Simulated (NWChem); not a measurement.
Species: GaHClF; SMILES [F][GaH][Cl]

All runs: NWChem. Medium grid unless said otherwise, to which SCAN and Minnesota functionals are sensitive. The geometry was optimised at PBE0/def2-SVP. B3LYP is NWChem's, with the RPA form of VWN correlation.

**Question.** Order these by “highest occupied level (eV)”, lowest first: PBE/def2-SVP; M06/def2-SVP; B3LYP/def2-SVP; M06-L/def2-SVP; r2SCAN0/def2-SVP.

**Answer.** r2SCAN0/def2-SVP (-9.47), M06/def2-SVP (-9.07), B3LYP/def2-SVP (-8.85), M06-L/def2-SVP (-8.06), PBE/def2-SVP (-7.72)
